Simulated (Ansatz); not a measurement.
Consider the formal exchange of groups at the Se–Si bond: `CO[Si](C)(F)[SeH]` + `[CH3][GeH2][F]` → `[CH3][GeH]([F])[SeH]` + `CO[SiH](C)F`.

Isolated molecules relaxed with PBE0-D4/def2-TZVP in Ansatz; ΔE leaves out vibrations. CCSD(T)/CBS adds triple-zeta CCSD(T) − MP2 to the extrapolated MP2 energy (def2 sets, frozen cores). Functionals use def2-TZVPP. B3LYP here is the variant with VWN-RPA as its local correlation; programs differ in this. For Ge, Se outer-core shells are correlated without core-valence functions, which leaves a few kJ/mol of doubt a bond. Scalar relativity is left out up to krypton. One conformer a species, not always the lowest.

```json
{"level": "PBE-D4", "ΔE (kJ/mol)": "-4.4", "difference from CCSD(T)/CBS": "-0.6"}
{"level": "r2SCAN-D4", "ΔE (kJ/mol)": "-4.6", "difference from CCSD(T)/CBS": "-0.8"}
{"level": "PBE0-D4", "ΔE (kJ/mol)": "-3.7", "difference from CCSD(T)/CBS": "0.1"}
{"level": "B3LYP-D4", "ΔE (kJ/mol)": "-6.5", "difference from CCSD(T)/CBS": "-2.7"}
{"level": "ωB97X-V", "ΔE (kJ/mol)": "-5.1", "difference from CCSD(T)/CBS": "-1.3"}
{"level": "ωB97M-V", "ΔE (kJ/mol)": "-4.4", "difference from CCSD(T)/CBS": "-0.6"}
{"level": "B2PLYP", "ΔE (kJ/mol)": "-10.1", "difference from CCSD(T)/CBS": "-6.3"}
{"level": "PBE", "ΔE (kJ/mol)": "-8.3", "difference from CCSD(T)/CBS": "-4.5"}
{"level": "r2SCAN", "ΔE (kJ/mol)": "-5.6", "difference from CCSD(T)/CBS": "-1.8"}
{"level": "PBE0", "ΔE (kJ/mol)": "-7.1", "difference from CCSD(T)/CBS": "-3.3"}
{"level": "B3LYP", "ΔE (kJ/mol)": "-12.6", "difference from CCSD(T)/CBS": "-8.8"}
{"level": "HF/def2-TZVPP", "ΔE (kJ/mol)": "-13.3", "difference from CCSD(T)/CBS": "-9.5"}
{"level": "MP2/def2-TZVPP", "ΔE (kJ/mol)": "-6.1", "difference from CCSD(T)/CBS": "-2.3"}
{"level": "SCS-MP2/def2-TZVPP", "ΔE (kJ/mol)": "-8.4", "difference from CCSD(T)/CBS": "-4.6"}
{"level": "CCSD/def2-TZVPP", "ΔE (kJ/mol)": "-7.5", "difference from CCSD(T)/CBS": "-3.7"}
{"level": "CCSD(T)/def2-TZVPP", "ΔE (kJ/mol)": "-6.7", "difference from CCSD(T)/CBS": "-2.9"}
{"level": "HF/def2-QZVPP", "ΔE (kJ/mol)": "-12.8", "difference from CCSD(T)/CBS": "-9.0"}
{"level": "MP2/def2-QZVPP", "ΔE (kJ/mol)": "-4.2", "difference from CCSD(T)/CBS": "-0.4"}
{"level": "SCS-MP2/def2-QZVPP", "ΔE (kJ/mol)": "-6.4", "difference from CCSD(T)/CBS": "-2.6"}
{"level": "HF/CBS(def2)", "ΔE (kJ/mol)": "-12.7", "difference from CCSD(T)/CBS": "-8.9"}
{"level": "MP2/CBS(def2)", "ΔE (kJ/mol)": "-3.2", "difference from CCSD(T)/CBS": "0.6"}
{"level": "CCSD/CBS(def2)", "ΔE (kJ/mol)": "-4.6", "difference from CCSD(T)/CBS": "-0.8"}
{"level": "CCSD(T)/CBS", "ΔE (kJ/mol)": "-3.8", "difference from CCSD(T)/CBS": "0"}
```

Largest T1 diagnostic among the species: 0.011.

The D4 term adds +6.1 kJ/mol with B3LYP and +3.4 kJ/mol with PBE0; it sums over pairs of atoms, weighted by their polarisabilities, and B3LYP, whose exchange is more repulsive, gets the larger term. In def2-TZVPP, CCSD(T) changes the Hartree–Fock value by +6.5 kJ/mol (the triples alone add +0.8 kJ/mol) and MP2 by +7.2 kJ/mol.
